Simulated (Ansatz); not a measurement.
System: C4H6B (charge -1, singlet). It need not be the lowest isomer of its formula. Whether it binds its extra electron was not tested at this geometry. 
Structure (B3LYP-D3(BJ)/def2-TZVP (Ansatz, a quantum-chemistry and plane-wave program) minimum search):
```xyz
11

C      0.5951     2.3299     0.6406
C      0.2956     1.1574     0.3183
B     -0.0576    -0.2257    -0.0621
C      1.0507    -1.3491    -0.3314
C     -1.5755    -0.7053    -0.2335
H      1.0246    -2.0915     0.4789
H      2.0640    -0.9471    -0.3787
H      0.8514    -1.9113    -1.2536
H     -2.2986     0.0284     0.1261
H     -1.7850    -0.8854    -1.2974
H     -1.7642    -1.6624     0.2709
```
Charge -1, spin multiplicity 1.

Total electronic energies in hartree. Correlated levels leave the core frozen unless marked. Spin-orbit coupling is left out. No relativistic terms. CBS marks a two-point X^-3 extrapolation of the correlation energy; Hartree-Fock from the larger set.

```
level                                 program  energy (Eh)
------------------------------------  -------  -----------
HF/cc-pVTZ                             Ansatz   -179.64638
MP2/cc-pVTZ                            Ansatz   -180.40275
SCS-MP2/cc-pwCVTZ                      Ansatz   -180.41554
SCS-MP2/aug-cc-pVQZ                    Ansatz   -180.47740
CCSD/6-31G*                            Ansatz   -180.19446
CCSD/cc-pwCVTZ                         Ansatz   -180.45109
CCSD/aug-cc-pVQZ                       Ansatz   -180.49813
CCSD(T)/6-31G*                         Ansatz   -180.21981
CCSD(T)/CBS(aug-cc-pVTZ,aug-cc-pVQZ)   Ansatz    -180.5659
```

Totals of different functionals don't rank their quality; only differences between species are comparable.
